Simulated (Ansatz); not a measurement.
Cu₂Pt. Charge 0, multiplicity 1. Geometry r2SCAN-D4/def2-TZVP; atoms count from 1.

Cartesian coordinates in Å:
```
Pt -0.646 -0.152 -1.175
Cu 1.008 -0.879 0.334
Cu -0.363 1.031 0.841
```

In the def2 sets Pt takes a core potential; there is no spin–orbit coupling. The structure comes from a short search, and lower isomers may exist.

Q: Estimate the Mulliken populations from the PBE0/def2-TZVP orbitals of Ansatz.

A: 
```tsv
atom	charge (e)	d electrons
Pt1	-0.16	9.45
Cu2	0.08	9.94
Cu3	0.08	9.94
```
Mulliken values depend strongly on the basis.

Q: And the Mayer bond orders between heavy atoms (over 0.3)?

A: Pt1–Cu2 0.82 (2.35 Å); Pt1–Cu3 0.82 (2.35 Å); Cu2–Cu3 0.46 (2.41 Å).
